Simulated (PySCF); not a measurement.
**Multinuclear NMR of C₄H₄Cl₂F₂O₂**

Molfile (atoms numbered from 1):
```
C4H4Cl2F2O2
     RDKit          3D

 14 14  0  0  0  0  0  0  0  0999 V2000
   -2.6403   -0.5719    1.8411 F   0  0  0  0  0  0  0  0  0  0  0  0
   -2.1748   -0.2756    0.6289 C   0  0  0  0  0  0  0  0  0  0  0  0
   -3.0748    0.5580    0.0571 F   0  0  0  0  0  0  0  0  0  0  0  0
   -0.9662    0.3438    0.7832 O   0  0  0  0  0  0  0  0  0  0  0  0
   -0.2531    0.5041   -0.3968 C   0  0  2  0  0  0  0  0  0  0  0  0
    0.2771   -0.6391   -0.9674 O   0  0  0  0  0  0  0  0  0  0  0  0
    1.1904    0.2387   -0.3695 C   0  0  2  0  0  0  0  0  0  0  0  0
    1.8455   -0.2083    0.9099 C   0  0  0  0  0  0  0  0  0  0  0  0
    3.2650   -1.2067    0.5385 Cl  0  0  0  0  0  0  0  0  0  0  0  0
    2.3339    1.2307    1.8243 Cl  0  0  0  0  0  0  0  0  0  0  0  0
   -2.1297   -1.1942    0.0152 H   0  0  0  0  0  0  0  0  0  0  0  0
   -0.6753    1.2363   -1.0816 H   0  0  0  0  0  0  0  0  0  0  0  0
    1.8360    0.7790   -1.0559 H   0  0  0  0  0  0  0  0  0  0  0  0
    1.1656   -0.7952    1.5309 H   0  0  0  0  0  0  0  0  0  0  0  0
  1  2  1  0
  2  3  1  0
  2  4  1  0
  4  5  1  0
  5  6  1  0
  6  7  1  0
  7  8  1  0
  8  9  1  0
  8 10  1  0
  7  5  1  0
  2 11  1  0
  5 12  1  6
  7 13  1  6
  8 14  1  0
M  END
```

- GFN2-xTB geometry
- shieldings: GIAO PBE0/pcSseg-1
- program: PySCF
- no relativistic terms, no solvent, single conformer

Problem. Where does ¹⁹F resonate?

Solution. 
```json
{"atoms": "F3", "environment": "fluorine of a CF2 group", "σ (ppm)": "272.5", "δ (ppm)": "-85.2"}
{"atoms": "F1", "environment": "fluorine of a CF2 group", "σ (ppm)": "277.4", "δ (ppm)": "-89.7"}
```

Shieldings were converted by a linear fit to measured shifts: ¹⁹F (scatter 6.0 ppm rms, 7.0 ppm with the 5 outliers that the fit left out vs CFCl3, solution or neat liquid, with a term for F on sp3 carbon). Occasional misses reach two or three times the rms, and more in compound classes unlike the fitted ones.

On a 400 MHz spectrometer ¹⁹F resonates near 376.4 MHz, so 1 ppm is 376.4 Hz.

Problem. Where does ¹⁷O resonate?

Solution. 
```tsv
atoms	environment	σ (ppm)	δ (ppm)
O4	ether oxygen	193.0	90.9
O6	ether oxygen	249.0	39.9
```

Shieldings were converted by a linear fit to measured shifts: ¹⁷O: δ = 266.70 − 0.911σ (rms 10.7 ppm, 155 shifts, 12.2 ppm with the 3 outliers that the fit left out vs liquid water, solution or neat liquid). Occasional misses reach two or three times the rms, and more in compound classes unlike the fitted ones.

On a 600 MHz spectrometer ¹⁷O resonates near 81.3 MHz, so 1 ppm is 81.3 Hz.
